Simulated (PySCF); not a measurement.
Predicted microwave data (PBE0/pcSseg-1 in PySCF (dipole) on a GFN2-xTB geometry, gas phase) for one isomer of C5H11NO:

| Property | Result |
| --- | --- |
| Rotational constants | A = 4146, B = 1954, C = 1872 MHz |
| Dipole components | \|μa\| = 2.84 D, \|μb\| = 2.53 D, \|μc\| = 0.00 D |
| Inertial defect | -110.46 u·Å² |
| κ | -0.93 |

Question: Which structure is it? (One computed conformer of each.)
A. `[CH3:1][CH2:2][C:3](=[O:4])[N:5]([CH3:6])[CH3:7]` with C1–C2–C3–O4 -2°, C2–C3–N5–C6 0°
B. `[CH3:1][CH2:2][CH2:3][NH:4][C:5]([CH3:6])=[O:7]` with C1–C2–C3–N4 64°, C2–C3–N4–C5 -115°, C3–N4–C5–C6 177°
C. `[CH3:1][C:2]([CH3:3])([CH3:4])[NH:5][CH:6]=[O:7]` with C2–N5–C6–O7 0° (N-tert-butylformamide)

Answer: C. It is CC(C)(C)NC=O, a near-prolate asymmetric top, point group Cs. The candidates at the same level (rigid rotor, commonest isotopes):

| SMILES | A (MHz) | B (MHz) | C (MHz) | μa (D) | μb (D) | μc (D) | Δ (u·Å²) | point group | rotor |
| --- | --- | --- | --- | --- | --- | --- | --- | --- | --- |
| CCCNC(C)=O | 4666 | 1475 | 1453 | 1.16 | 2.35 | 2.70 | -102.94 | C1 | near-prolate asymmetric top |
| CC(C)(C)NC=O | 4146 | 1954 | 1872 | 2.84 | 2.53 | 0.00 | -110.46 | Cs | near-prolate asymmetric top |
| CCC(=O)N(C)C | 4682 | 1872 | 1383 | 1.90 | 3.38 | 0.00 | -12.65 | near Cs | asymmetric top |

`CCCNC(C)=O` has B 25 % too low; `CCC(=O)N(C)C` has C 26 % too low. In the right answer the mirror of this Cs structure is the ab plane, so μc vanishes by symmetry. No structure here is proved a minimum.
